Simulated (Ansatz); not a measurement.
A series at Si: from `N[Si](Cl)(Cl)Cl`, ligands are replaced one by one, each step taking up NH₃ and setting free HCl; n counts the steps. Ansatz, PBE0-D4/def2-TZVP geometries. Each molecule was computed in one conformer, which needn't be the lowest.

```tsv
n	molecule	HOMO energy, ωB97M-V/def2-TZVPP (eV)
0	`N[Si](Cl)(Cl)Cl`	-10.68
1	`N[Si](N)(Cl)Cl`	?
2	`N[Si](N)(N)Cl`	-9.83
3	`N[Si](N)(N)N`	-9.11
```

Q: By hand: fit a straight line y = ȳ + b (n − n̄) to the 3 given rows and predict n = 1.

A: n̄ = 1.667, ȳ = -9.873; Σ(n − n̄)(y − ȳ) = 2.377, Σ(n − n̄)² = 4.667, so b = 0.509 eV a step. Prediction: -9.873 + (0.509) × (-0.667) = -10.21 eV.

Q: By hand: compare with the computed value, -10.33 eV, and give the steps along the whole series.

A: The line misses by -0.12 eV (computed minus predicted). Steps: 0.35, 0.50, 0.72 eV.

The steps grow at each stage, from 0.35 to 0.72 eV, so the series is curved. The highest orbital can change its character along such a series. The miss is 7.6 % of the series' range.
